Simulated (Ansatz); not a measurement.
Reaction (redistribution): `[SiH3][O][SnH3]` + `OBO[SiH2][SiH3]` → `[SiH3]O[SiH2][SiH3]` + `OB[O][SnH3]`

Program: Ansatz. Geometries: PBE0-D4/def2-TZVP. ΔE: electronic, gas phase. CCSD(T)/CBS is the MP2 limit (def2-TZVPP, def2-QZVPP) plus CCSD(T) − MP2 in def2-TZVPP, frozen cores. Functionals use def2-TZVPP. Elements past krypton have def2 core potentials. For Sn outer-core shells are correlated without core-valence functions, which leaves a few kJ/mol of doubt a bond. One conformer a species, not always the lowest.

| level | ΔE (kJ/mol) |
| --- | --- |
| PBE | -10.6 |
| PBE0 | -10.2 |
| HF/CBS(def2) | -8.7 |
| MP2/CBS(def2) | -12.1 |

(1) What does CCSD(T)/CBS give? (Estimate.)

Largest T1 diagnostic among the species: 0.014.

Answers

(1) The calculation gave: -12.2 kJ/mol. The listed levels differ from it by 1.6, 2.0, 3.5, 0.1 kJ/mol.
